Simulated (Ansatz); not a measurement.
Basis-set extrapolation for ClH$_{7}$N$_{2}$Si$_{2}$, SMILES `N[SiH2][SiH](N)Cl` (PBE0-D4/def2-TZVP geometry, frozen core, Ansatz 0.2.0). Multiplicity 1, RHF reference.

|  | def2-TZVPP | def2-QZVPP |
| --- | --- | --- |
| HF | -1150.542630 | -1150.579338 |
| MP2 correlation | -0.863903 | -0.934399 |
| CCSD(T) correlation | -0.959340 | not run |

Energies in hartree. Use E(X) = E(∞) + A·exp(−7.88·√X) for Hartree–Fock and E(X) = E(∞) + B·X^(−2.97) for correlation, with X = 3 and 4, and add CCSD(T) minus MP2 of the smaller set to the MP2 limit.

Task: What is the CCSD(T) energy at the basis-set limit?

Result: HF limit: -1150.579338 + (-0.036708) × 0.13774 = -1150.58439. MP2 limit: -0.934399 + (-0.070496) × 0.74074 = -0.98662. Higher-order term: -0.959340 − (-0.863903) = -0.09544. Total: -1151.66645 hartree, 103.2 kcal/mol below CCSD(T)/def2-TZVPP.
